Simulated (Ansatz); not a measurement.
Cl2H2O2Si, SMILES `O[Si](O)(Cl)Cl`. Total charge 0; spin multiplicity 1. The structure was optimised at the PBE0-D4/def2-TZVP level. It is one conformer, not always the lowest.

```xyz
7

O    -1.108   -0.674    0.551
Si    0.203    0.170    0.103
O    -0.102    0.911   -1.299
Cl    0.675    1.621    1.435
Cl    1.796   -1.103   -0.038
H    -1.022   -1.304    1.268
H    -0.442    0.380   -2.021
```

Question: What is the dipole moment at r2SCAN/def2-TZVPP? (An estimate is asked.)

Answer: Computed: 2.03 D, with components (-1.01, -1.73, -0.30) D in this frame, pointing from negative to positive charge.

Question: And with PBE, B3LYP, ωB97M-V? (Best estimate.)

Answer: The calculation gave: PBE 1.97 D, B3LYP 2.01 D, ωB97M-V 2.02 D.

Question: Give the Mulliken charges with r2SCAN, PBE, B3LYP in def2-TZVPP. (An estimate is asked.)

Answer: The calculation gave: 
| atom | r2SCAN | PBE | B3LYP |
| --- | --- | --- | --- |
| O1 | -0.38 | -0.32 | -0.36 |
| Si2 | 0.79 | 0.63 | 0.77 |
| O3 | -0.38 | -0.31 | -0.35 |
| Cl4 | -0.22 | -0.19 | -0.21 |
| Cl5 | -0.24 | -0.21 | -0.23 |
| H6 | 0.21 | 0.20 | 0.20 |
| H7 | 0.21 | 0.20 | 0.20 |

B3LYP here is the variant with VWN-RPA as its local correlation; programs differ in this.
